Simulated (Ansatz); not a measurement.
The lowest singlet and triplet of O2 (SMILES O=O); geometries from B3LYP-D3(BJ)/def2-TZVP, each state relaxed from the structure named, with no frequency check, low spin by broken symmetry.
Singlet (charge 0, multiplicity 1):
```json
[
 {"atom": "O", "x (Å)": "0.0000", "y (Å)": "0.0000", "z (Å)": "-0.6023"},
 {"atom": "O", "x (Å)": "0.0000", "y (Å)": "0.0000", "z (Å)": "0.6023"}
]
```

A positive gap puts the triplet lower; no zero-point energy. R- takes a restricted singlet, here one determinant of a half-filled degenerate or near-degenerate pair, which mixes singlet states. The triplet is unrestricted in single-reference levels. Active spaces average the two states.

Correlated levels freeze the cores.

Run with Ansatz (Gaussian orbitals). Values without a source in brackets are computed.

Task: What is the computed gap E(singlet) − E(triplet), vertical, at the singlet's geometry (R-HF/cc-pVDZ)?

Result: 53.2 kcal/mol

Task: Estimate the gap E(singlet) − E(triplet), vertical, at the singlet's geometry that SA-CASSCF(12,8)/cc-pVQZ returns for this input.

Result: 22.1 kcal/mol

Task: Predict the gap E(singlet) − E(triplet), vertical, at the singlet's geometry from R-CCSD/cc-pVTZ.

Result: 33.0 kcal/mol

Doubts at one or more of the structures used: a restricted determinant that unrestricted orbitals would lower (R-HF/cc-pVDZ, R-CCSD/cc-pVTZ).

Ansatz is an electronic-structure program.
